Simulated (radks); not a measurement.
Values are calculated unless marked as measured or tabulated.
Q: A nucleus of charge 26.5 with 26 electrons, 26 electrons, occupied as [Ar] 3d8. Level of theory: non-relativistic Kohn-Sham, r2SCAN, spin-polarised, spherical densities, point nucleus; open shells are filled with parallel spins first; meta-GGA in the generalised Kohn-Sham scheme (a radial shooting solver on a logarithmic mesh with Libxc functionals). Some entries of the table are withheld. Estimate them.

orbital  occ.  eigenvalue (Ry)  r(max) (bohr)  <1/r> (bohr^-1)
1s down     1        -532.3319        0.03822            26.01
1s up       1        -532.3311        0.03822            26.01
2s up       1        -62.45450         0.2203            5.601
2s down     1        -62.36449         0.2202            5.606
2p up       3        -53.90479         0.1771            5.540
2p down     3        -53.83744         0.1770            5.544
3s up       1              (1)         0.6927            1.751
3s down     1              (2)         0.6934            1.745
3p up       3         -4.58121         0.7014            1.617
3p down     3         -4.38762         0.7025            1.610
3d up       5         -0.51815         0.7033            1.179
3d down     3         -0.35420         0.7111            1.118

A: 
(1) 3s up eigenvalue (Ry): -7.13265
(2) 3s down eigenvalue (Ry): -6.93795
